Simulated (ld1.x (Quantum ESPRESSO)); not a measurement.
# Ti (Z = 22): excitation energies, all-electron against TM

- Element: Ti (Z = 22)
- Generator: ld1.x (Quantum ESPRESSO) 7.5
- Type: norm-conserving Troullier–Martins (Kleinman–Bylander form)
- Functional: PBEsol
- Relativity: scalar-relativistic
- Frozen core: [Ne] 3s2
- Valence charge: 10
- Reference configuration: 3p6 3d2 4s2 4p0
- Partial waves: 4s (bound): rc 2.20 bohr; 3p (bound): rc 1.60 bohr; 3d (bound): rc 2.00 bohr
- Local potential: all-electron potential smoothed inside 1.55 bohr (lloc = -1)
- Core correction: none

Energies are relative to the spin-unpolarised reference configuration 3p6 3d2 4s2 4p0; without spin polarisation the order of configurations can differ from experiment. The frozen-core shift is the all-electron ΔE with the core orbitals held at their reference shape minus the fully relaxed ΔE.

```json
{"valence configuration": "3p6 3d2 4s1 4p0", "charge": "+1", "ΔE all-electron (eV)": "7.359", "error AE − PS (meV)": "-2.2", "frozen-core shift (meV)": "+0.7"}
{"valence configuration": "3p6 3d2 4s0 4p0", "charge": "+2", "ΔE all-electron (eV)": "20.830", "error AE − PS (meV)": "-2.7", "frozen-core shift (meV)": "+2.6"}
{"valence configuration": "3p6 3d1 4s0 4p0", "charge": "+3", "ΔE all-electron (eV)": "47.726", "error AE − PS (meV)": "+152", "frozen-core shift (meV)": "+71"}
{"valence configuration": "3p6 3d2 4s1 4p1", "charge": "0", "ΔE all-electron (eV)": "3.093", "error AE − PS (meV)": "+0.3", "frozen-core shift (meV)": "+0.3"}
{"valence configuration": "3p6 3d2 4s1.5 4p0", "charge": "+0.5", "ΔE all-electron (eV)": "2.944", "error AE − PS (meV)": "-0.6", "frozen-core shift (meV)": "+0.3"}
{"valence configuration": "3p5 3d2 4s2 4p0", "charge": "+1", "ΔE all-electron (eV)": "45.472", "error AE − PS (meV)": "-233", "frozen-core shift (meV)": "+78"}
```

What are ΔE and the potential's error for 3p6 3d2.5 4s1.5 4p0?

ΔE = 0.350 eV all-electron; the error (AE − PS) is -6.5 meV.

Levels in the configuration 3p5 3d2 4s2 4p0:

| level | all-electron (eV) | pseudo (eV) |
| --- | --- | --- |
| 3p | -52.732 | -53.199 |
| 3d | -16.884 | -17.043 |
| 4s | -12.139 | -12.068 |

ld1.x printed “convergence not achieved” for 5 of the counted tests; their residual had stalled under 1e-8, short of the target of 1e-14.

Note: ghost state, extra bound levels that the all-electron valence spectrum of the same l lacks: s at -41.4 eV. A true bound ghost makes a file unfit for plane-wave use.
